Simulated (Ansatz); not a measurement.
Input for Ansatz (a program for electronic structure): R-wB97X-V/def2-TZVPPD on GeH4 (SMILES [GeH4]) with ghost functions. Files ending in .json are basis or fitting sets from the Basis Set Exchange.

Ansatz 0.2 input:
```yaml
crystal:
  periodic: [false, false, false]
  atoms:
    - {symbol: Ge, position_ang: [0.10995682, -0.34119825, 3.60034001]}
    - {symbol: H, position_ang: [1.33432481, 0.26690861, 2.90035563]}
    - {symbol: H, position_ang: [0.44345479, -0.59418716, 5.07891686]}
    - {symbol: H, position_ang: [-0.26102022, -1.66832171, 2.92419083]}
    - {symbol: H, position_ang: [-1.07136070, 0.63474221, 3.50304517]}
basis:
  gaussian:
    orbitals: def2-TZVPPD.json
    ghost_atoms:
      - {symbol: N, position_ang: [-0.44036939, 0.51231994, 0.14198750]}
      - {symbol: N, position_ang: [-0.11509484, 1.18972059, -0.64869821]}
hamiltonian:
  xc: {name: wB97X-V}
scf: {lower_state_search: off}
```

It printed:

```
Functional definition: wB97X-V
[...]
these checks for a lower state are left out or cut short: stability, starts, cluster_reference, orbital_swaps, neighbouring_geometries, increment
integrals: 0.13 GiB planned
1004 factors; their error is unknown
integrals: 0.16 GiB planned
251 factors; integrals over basis functions are off by at most 4.0e-5 eV
mean field: 1.04 GiB planned
mean field evaluation 1: about -56577.4358 eV, gradient 1.6e1 eV
mean field evaluation 2: about -56577.5588 eV, gradient 1.5e1 eV
mean field evaluation 4: about -56577.6974 eV, gradient 1.2e-1 eV
mean field evaluation 8: about -56577.8526 eV, gradient 1.3e-2 eV
mean field -56577.85261301 eV, -2079.1977336822 hartree, gradient 7.3e-6 eV, S^2 0.000000; 0 other end points of the search recorded, 0 dependent functions left out
reference -56577.85261127 eV, -2079.1977336182 hartree; 18, 18 occupied and 178, 178 virtual orbitals, 1004 factors
Total energy: -56577.85261127 eV, -2079.1977336182 hartree
Checks for a lower state left out: stability, starts, cluster_reference, orbital_swaps, neighbouring_geometries, increment
```

The run converged.

Cost: very roughly 4 core-seconds.
